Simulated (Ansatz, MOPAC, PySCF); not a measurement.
Noncovalent pair: HCl (SMILES Cl) (first 2 atoms) with C2H2 (SMILES C#C); geometry from B3LYP-D3(BJ)/def2-TZVP, rigid monomers moved along the line of their centres of mass till H2···C4 is 3.32 Å.
(charge 0, multiplicity 1):
```xyz
6

Cl    -0.1177     0.5380    -0.4665
H     -0.1237     0.3436     0.8106
C     -0.5549    -0.5627     3.9794
C      0.2913     0.2754     4.1065
H     -1.3062    -1.3075     3.8710
H      1.0427     1.0189     4.2232
```

Counterpoise-corrected where a basis set is named; no monomer relaxation. Rows marked so take none.

Frozen-core correlation. CBS: X⁻³ extrapolation of the correlation energy, Hartree–Fock from the larger set. Rows in 3-21G, 6-311+G**, 6-31G*, STO-3G carry no dispersion term and start afresh at each structure (6-31G* with six Cartesian d functions). MP2/6-31G* freezes PySCF's default core. The state that AM1 reach isn't checked.

Run with Ansatz (Gaussian basis) for Hartree–Fock, density functionals and correlated methods; MOPAC for AM1 (differences of heats of formation); PySCF for 3-21G rows, 6-311+G** rows, 6-31G* rows, STO-3G rows, the dispersion terms. 

Other levels give for the interaction energy: PBE/def2-TZVPPD -1.36; B3LYP/def2-TZVPPD -1.02; B3LYP-D3(BJ)/def2-TZVPPD -1.56; wB97M-V/def2-TZVPPD -1.47; CCSD(T)/CBS(aug-cc-pV(D+d)Z, aug-cc-pV(T+d)Z) -1.46 kcal/mol.

Common cheap choices:

```tsv
level	interaction energy (kcal/mol)	less -1.46 (CCSD(T)/CBS(aug-cc-pV(D+d)Z, aug-cc-pV(T+d)Z))
AM1	-0.34	1.12
HF/STO-3G (no counterpoise)	-0.71	0.75
HF/6-31G* (no counterpoise)	-1.55	-0.09
B3LYP/3-21G (no counterpoise)	-1.74	-0.28
B3LYP/6-31G*	-1.27	0.19
B3LYP/6-311+G** (no counterpoise)	-1.28	0.18
MP2/6-31G*	-1.32	0.14
MP2/6-31G* (no counterpoise)	-1.69	-0.23
```

Ansatz is an electronic-structure program.
